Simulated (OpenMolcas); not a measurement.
## 2s2 2p along the 5-electron sequence

```yaml
Program: OpenMolcas
Method: SS-RASPT2, IPEA 0.25 Eh, imaginary shift 0.1 Eh
Basis: ANO-RCC-VQZP
Scalar_Hamiltonian: DKH2, point nucleus
Spin-orbit_coupling: state interaction with AMFI integrals over the reference wave functions, term energies averaged over their components
```

Active space for each ion: 1 electron in 9 orbitals (RAS2 2p; RAS3 3s 3d, at most 1 electron); closed shells correlated by CASPT2: 1s 2s.

Computed levels in cm-1 above 2P* 1/2:

| Level | C+ | O3+ | F4+ | Ne5+ |
| --- | --- | --- | --- | --- |
| 2P* 3/2 | 63.3 | 388 | 751 | 1307 |
| weight of 2P* in the lowest level (%) | 100 | 100 | 100 | 100 |

Measured, with the error of the calculation in %. Measured levels: C+ from NIST Handbook of Basic Atomic Spectroscopic Data; O3+ from Moore, Selected Tables of Atomic Spectra, NSRDS-NBS 3, section 10; F4+ from Moore, Atomic Energy Levels, vol. I, NSRDS-NBS 35 (1971 reprint of NBS Circular 467, 1949); Ne5+ from NIST levels in Podobedova, Fuhr, Reader and Wiese, J. Phys. Chem. Ref. Data 33, 525 (2004).

| Level | C+ | O3+ | F4+ | Ne5+ |
| --- | --- | --- | --- | --- |
| 2P* 3/2 | 63.4 (-0.2) | 386 (+0.5) | 746 (+0.6) | 1310 (-0.2) |

The fine-structure level 2P* 3/2 changes by a factor of 20.6 from C+ to Ne5+. Its fourth root runs 2.82, 4.44, 5.23, 6.01, with steps per unit of Z of 0.81, 0.80, 0.78; equal steps would mean a (Z - σ)^4 law with constant σ.

With one active electron, CASPT2 adds the correlation within the correlated inactive shells and between them and that electron, and leaves the splitting within a term as the reference gives it. Computed and measured levels are paired by configuration, term and J; levels that our copy of the source lacks, or whose pairing is in doubt (as where it misses far off the trend of its configuration), stay unpaired and out of the deviations. Levels of configurations outside the active space are missing.

* marks odd parity.
